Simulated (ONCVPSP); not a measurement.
**Building the ONCV potential for iron (Wu-Cohen, scalar-relativistic).**

Input for ONCVPSP 4.0.1:

```
# ATOM AND REFERENCE CONFIGURATION
# atsym  z   nc   nv     iexc    psfile
  Fe 26.00    4    3  -118130      upf
#
#   n    l    f
    1    0    2.00
    2    0    2.00
    2    1    6.00
    3    0    2.00
    3    1    6.00
    3    2    6.00
    4    0    2.00
#
# PSEUDOPOTENTIAL AND OPTIMIZATION
# lmax
    2
#
#   l,   rc,      ep,       ncon, nbas, qcut
    0    2.65    0.00    4    7    2.00
    1    1.15    0.00    4    7   11.80
    2    1.15    0.00    4    8   14.00
#
# LOCAL POTENTIAL
# lloc, lpopt,  rc(5),   dvloc0
    4    1    1.15    3.00
#
# VANDERBILT-KLEINMAN-BYLANDER PROJECTORs
# l, nproj, debl
    0    2    0.90
    1    2    3.00
    2    1    1.00
#
# MODEL CORE CHARGE
# icmod, fcfact, rcfact
    3    4.25    1.30
#
# LOG DERIVATIVE ANALYSIS
# epsh1, epsh2, depsh
   -4.00    5.00    0.02
#
# OUTPUT GRID
# rlmax, drl
    6.00    0.01
#
# TEST CONFIGURATIONS
# ncnf
    4
# nvcnf
#   n    l    f
    3
    3    1    6.00
    3    2    6.00
    4    0    1.00
#
    3
    3    1    6.00
    3    2    6.00
    4    0    0.00
#
    3
    3    1    6.00
    3    2    5.00
    4    0    0.00
#
    3
    3    1    6.00
    3    2    7.00
    4    0    0.00
#
```

Command:

```bash
oncvpsp.x < Fe.dat > Fe.out
```

Resulting log (shortened: citation, most of the input echo, consistency checks and plot data are left out):

```
ONCVPSP  (Optimized Norm-Conservinng Vanderbilt PSeudopotential)
scalar-relativistic version 4.0.1

#   n    l    f        energy (Ha)
    1    0    2.00    -2.5712652E+02
    2    0    2.00    -3.0108830E+01
    2    1    6.00    -2.5668626E+01
    3    0    2.00    -3.4473744E+00
    3    1    6.00    -2.2035961E+00
    3    2    6.00    -2.7697449E-01
    4    0    2.00    -1.9570674E-01

Reference configufation results
  iterations    30
  all-electron total energy (Ha)   -1.27203929D+03

Begin loop to  construct optimized pseudo wave functions
and semi-local pseudopoentials for all angular momenta

   Wellstate for l =  0  n =  5
     eigenvalue =   0.7043
     asymptotic potential =   1.2043
     half-point radius =  4.2529

Calculating optimized projector #   1

 for l=   0

    Fraction of norm inside rc  0.453863
    Optimizing pswf for qcut=   2.00 a_B^-1,  ecut=   2.00 Ha
    Residual kinetic energy error=  7.35D-03 Ha

    Energy error per electron        Cutoff
         Ha          eV             Ha
         0.01000     0.27211        1.65
         0.00100     0.02721       11.04
         0.00010     0.00272       16.19
         0.00001     0.00027       20.12

Calculating optimized projector #   2

 for l=   0

    Fraction of norm inside rc  0.281041
    Optimizing pswf for qcut=   2.00 a_B^-1,  ecut=   2.00 Ha
    Residual kinetic energy error=  7.64D-02 Ha

    Energy error per electron        Cutoff
         Ha          eV             Ha
         0.01000     0.27211        3.68
         0.00100     0.02721        9.80
         0.00010     0.00272       17.89
         0.00001     0.00027       20.30

   Wellstate for l =  1  n =  5
     eigenvalue =   0.7964
     asymptotic potential =   1.2964
     half-point radius =  4.9046

Calculating optimized projector #   1

 for l=   1

    Fraction of norm inside rc  0.819187
    Optimizing pswf for qcut=  11.81 a_B^-1,  ecut=  69.75 Ha
    Residual kinetic energy error=  1.13D-07 Ha

    Energy error per electron        Cutoff
         Ha          eV             Ha
         0.01000     0.27211       26.13
         0.00100     0.02721       33.57
         0.00010     0.00272       39.61
         0.00001     0.00027       44.43

Calculating optimized projector #   2

 for l=   1

    Fraction of norm inside rc  0.030267
    Optimizing pswf for qcut=  11.81 a_B^-1,  ecut=  69.75 Ha
    Residual kinetic energy error=  1.49D-07 Ha

    Energy error per electron        Cutoff
         Ha          eV             Ha
         0.01000     0.27211       18.90
         0.00100     0.02721       26.95
         0.00010     0.00272       33.83
         0.00001     0.00027       39.62

Calculating optimized projector #   1

 for l=   2

    Fraction of norm inside rc  0.614560
    Optimizing pswf for qcut=  13.99 a_B^-1,  ecut=  97.88 Ha
    Residual kinetic energy error=  1.13D-06 Ha

    Energy error per electron        Cutoff
         Ha          eV             Ha
         0.01000     0.27211       60.30
         0.00100     0.02721       72.95
         0.00010     0.00272       82.69
         0.00001     0.00027       90.37

Construct Vanderbilt / Kleinmman-Bylander projectors

B matrix Hermiticity error, ll=   0
   1   2    3.9142E-05

  Orthonormal projector coefficients  5.1050E+00  9.0958E-01

B matrix Hermiticity error, ll=   1
   1   2   -2.6774E-04

  Orthonormal projector coefficients -4.0152E+00 -4.6597E-01

Model core correction analysis
  based on d2Exc/dn_idn_j

d2excae - all-electron derivatives

   -3.763652D-02   -2.778996D-02   -2.464480D-03
   -2.779021D-02   -2.527050D-02   -7.420714D-03
   -2.464617D-03   -7.418425D-03   -3.209509D-02

d2excps - pseudofunction derivatives with no core correction

   -4.450232D-02   -3.478990D-02   -2.835007D-03
   -3.479034D-02   -3.034505D-02   -7.766668D-03
   -2.835230D-03   -7.764563D-03   -3.136540D-02

rms 2nd derivative error    4.370833E-03

rmatch, rhocmatch    0.4296   37.6834

Teter function model core charge with specified parameters

d2excps - pseudofunction derivatives with core correction

   -4.205399D-02   -3.340762D-02   -2.791655D-03
   -3.340800D-02   -2.946858D-02   -7.745091D-03
   -2.791877D-03   -7.742986D-03   -3.136473D-02

rms 2nd derivative error    3.353500E-03

Pseudoatom total energy  -89.099019

Diagnostic tests using Vanderbilt-Kleinman-Bylander pseudopotentials
  1 or more projectors used as specified by nproj input data

   l    rcore       rmatch      e in        delta e   norm test  slope test

   0   2.6631799   2.7440398  -0.1957067  -0.0000005   1.0000145   1.0000212
   0   2.6631799   2.7440398   0.7042933   0.0000000   1.0001267   1.0001267

   1   1.1526122   1.1876080  -2.2035961  -0.0000268   1.0001780   1.0001965
   1   1.1526122   1.1876080   0.7964039   0.0000051   1.0003346   1.0003346

   2   1.1526122   1.1876080  -0.2769745  -0.0000000   1.0000016   1.0000087

 Testing for bound ghosts
   n   l    E NL Schr. Eq   E Basis Diag.   E Cutoff

   1   0       -0.195707       -0.194261     26.37

   2   1       -2.203623       -2.203425    167.78

   3   2       -0.276975       -0.262583    194.06

 Testing for highly-localized positive-energy ghosts
       l    <radius>/rc     E Basis Diag.   E Cutoff

       0        0.432178        1.349633     26.37  WARNING - GHOST(+)

Test configuration 0

   n   l     f        eae           eps        diff
   1   0  2.0000 -257.12651724
   2   0  2.0000  -30.10882980
   2   1  6.0000  -25.66862622
   3   0  2.0000   -3.44737442
   3   1  6.0000   -2.20359612   -2.20362291   -2.68D-05
   3   2  6.0000   -0.27697449   -0.27697450   -1.20D-08
   4   0  2.0000   -0.19570674   -0.19570725   -5.07D-07

    Total energies and differences
      AE_ref= -1.27203929D+03  AE_tst= -1.27203929D+03  dif=  0.00D+00
      PS_ref= -8.90990193D+01  PS_tst= -8.90990193D+01  dif= -1.85D-13
      PSP excitation error=  1.85D-13

Test configuration 1

   n   l     f        eae           eps        diff
   1   0  2.0000 -257.44290951
   2   0  2.0000  -30.41806635
   2   1  6.0000  -25.97847825
   3   0  2.0000   -3.76153404
   3   1  6.0000   -2.51827642   -2.51809853    1.78D-04
   3   2  6.0000   -0.58834149   -0.58870660   -3.65D-04
   4   0  1.0000   -0.45317293   -0.45395766   -7.85D-04

    Total energies and differences
      AE_ref= -1.27203929D+03  AE_tst= -1.27171732D+03  dif=  3.22D-01
      PS_ref= -8.90990193D+01  PS_tst= -8.87767181D+01  dif=  3.22D-01
      PSP excitation error= -3.32D-04

Test configuration 2

   n   l     f        eae           eps        diff
   1   0  2.0000 -257.81081643
   2   0  2.0000  -30.77494449
   2   1  6.0000  -26.33629319
   3   0  2.0000   -4.12452306
   3   1  6.0000   -2.88155098   -2.88218958   -6.39D-04
   3   2  6.0000   -0.94473086   -0.94669235   -1.96D-03

    Total energies and differences
      AE_ref= -1.27203929D+03  AE_tst= -1.27112597D+03  dif=  9.13D-01
      PS_ref= -8.90990193D+01  PS_tst= -8.81836469D+01  dif=  9.15D-01
      PSP excitation error= -2.05D-03

Test configuration 3

   n   l     f        eae           eps        diff
   1   0  2.0000 -258.52369480
   2   0  2.0000  -31.51101159
   2   1  6.0000  -27.07021867
   3   0  2.0000   -4.81231931
   3   1  6.0000   -3.56019107   -3.56535790   -5.17D-03
   3   2  5.0000   -1.58830062   -1.59203214   -3.73D-03

    Total energies and differences
      AE_ref= -1.27203929D+03  AE_tst= -1.26986840D+03  dif=  2.17D+00
      PS_ref= -8.90990193D+01  PS_tst= -8.69232643D+01  dif=  2.18D+00
      PSP excitation error= -4.86D-03

Test configuration 4

   n   l     f        eae           eps        diff
   1   0  2.0000 -257.24405822
   2   0  2.0000  -30.19440055
   2   1  6.0000  -25.75723878
   3   0  2.0000   -3.56137056
   3   1  6.0000   -2.32411106   -2.32259996    1.51D-03
   3   2  7.0000   -0.42150998   -0.42260126   -1.09D-03

    Total energies and differences
      AE_ref= -1.27203929D+03  AE_tst= -1.27179776D+03  dif=  2.42D-01
      PS_ref= -8.90990193D+01  PS_tst= -8.88569091D+01  dif=  2.42D-01
      PSP excitation error= -5.74D-04
```

The run took about 3.3 s on one core of a shared server CPU.
